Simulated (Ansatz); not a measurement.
The cluster Sn8. Total charge 0; singlet. Geometry PBE-D4/def2-SVP.

```xyz
8

Sn   -1.0755   -0.7887    2.0294
Sn   -0.9634    1.6674   -0.1928
Sn    1.5610    2.9034   -0.5965
Sn   -0.5113   -1.5135   -1.0373
Sn   -3.1538   -0.1797    0.1311
Sn    1.0183   -2.6868    1.2614
Sn    1.6597    0.1055    0.7112
Sn    1.4650    0.4924   -2.3065
```

In the def2 sets Sn takes a core potential; there is no spin–orbit coupling. Another isomer (singlet) lies 0.69 eV lower at PBE0-D4/def2-TZVP; other spin states weren't run for this one.

(1) Estimate the orbital energies around the gap (eV) in Ansatz with PBE-D4/def2-TZVP, r2SCAN-D4/def2-TZVP, PBE0-D4/def2-TZVP.

Answers

(1) 
| orbital | PBE-D4/def2-TZVP | r2SCAN-D4/def2-TZVP | PBE0-D4/def2-TZVP |
| --- | --- | --- | --- |
| HOMO−5 | -5.72 | -5.97 | -6.46 |
| HOMO−4 | -5.55 | -5.79 | -6.25 |
| HOMO−3 | -5.22 | -5.45 | -5.90 |
| HOMO−2 | -5.03 | -5.25 | -5.70 |
| HOMO−1 | -4.84 | -5.05 | -5.52 |
| HOMO | -4.39 | -4.56 | -5.01 |
| LUMO | -3.77 | -3.83 | -3.31 |
| LUMO+1 | -3.32 | -3.33 | -2.82 |
| LUMO+2 | -2.85 | -2.81 | -2.31 |
| LUMO+3 | -2.51 | -2.44 | -1.96 |
| LUMO+4 | -1.96 | -1.86 | -1.37 |
| LUMO+5 | -1.88 | -1.76 | -1.31 |
